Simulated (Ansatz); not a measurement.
Isolated molecules relaxed with PBE0-D4/def2-TZVP in Ansatz; ΔE leaves out vibrations. CCSD(T)/CBS is the MP2 limit (def2-TZVPP, def2-QZVPP) plus CCSD(T) − MP2 in def2-TZVPP, frozen cores. Functionals use def2-TZVPP. Each species was taken in one conformer, which may not be the lowest.

`B[SiH2]N[SiH2]F` + `OCS[SiH3]` → `BSCO` + `F[SiH2]N[SiH2][SiH3]`  (redistribution)

```csv
species,PBE0 energy (Eh)
`B[SiH2]N[SiH2]F`,-762.36238
`OCS[SiH3]`,-804.30979
`BSCO`,-539.14507
`F[SiH2]N[SiH2][SiH3]`,-1027.56017
```

Task: Work out ΔE.

Result: ΔE = (-539.14507) + (-1027.56017) − (-762.36238) − (-804.30979) = -0.03307 Eh = -0.90 eV. CCSD(T)/CBS gives -0.82 eV.

Largest T1 diagnostic among the species: 0.014.

The D4 term adds +0.06 eV with B3LYP and +0.03 eV with PBE0; it sums over pairs of atoms, weighted by their polarisabilities, and B3LYP, whose exchange is more repulsive, gets the larger term. From PBE to PBE0 (25 % exact exchange), in def2-TZVPP and without D4, ΔE moves by +0.05 eV.

B3LYP here is the variant with VWN-RPA as its local correlation; programs differ in this.
